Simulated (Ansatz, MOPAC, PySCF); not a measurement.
Molecule: GaI2, net charge 0, doublet state. SMILES: [I][Ga][I]
Geometry from a B3LYP-D3(BJ)/def2-TZVP (Ansatz, a first-principles code) optimisation:
```
Ga
I 1 2.5655
I 1 2.5655 2 121.56
```
Charge 0, spin multiplicity 2.

Property: size of the dipole moment, in D. Set-up: no dispersion term unless named; LANL2DZ with its own core potentials from Na on; def2 sets with scalar-relativistic core potentials past Kr; no spin-orbit coupling; STO-3G and 3-21G all-electron and non-relativistic; open shells spin-unrestricted. First-principles rows: single points at B3LYP-D3(BJ) geometries (Ansatz). Semi-empirical rows: dipoles at the shared geometry. The spin state of an ion or metal species was assumed, not searched.

```
level           program  size of the dipole moment (D)
--------------  -------  -----------------------------
PM6               MOPAC                           1.00
SVWN5/LANL2DZ    Ansatz                           1.49
PBE/STO-3G       Ansatz                           0.69
PBE/3-21G        Ansatz                           1.13
PBE/def2-SVP     Ansatz                           1.04
BLYP/LANL2DZ     Ansatz                           1.51
BP86/def2-SVP     PySCF                           1.08
B3LYP/STO-3G     Ansatz                           0.55
B3LYP/3-21G      Ansatz                           1.37
B3LYP/LANL2DZ    Ansatz                           1.76
B3LYP/def2-SVP   Ansatz                           1.23
PBE0/LANL2DZ     Ansatz                           1.83
M06-2X/LANL2DZ    PySCF                           1.91
```

No value to compare with is used here. The 13 habitual levels span 0.55 (B3LYP/STO-3G) to 1.91 D (M06-2X/LANL2DZ).

The levels are drawn from those run, B3LYP/6-31G* more often than the rest, none by its result; runs whose electronic state is in doubt are left out.
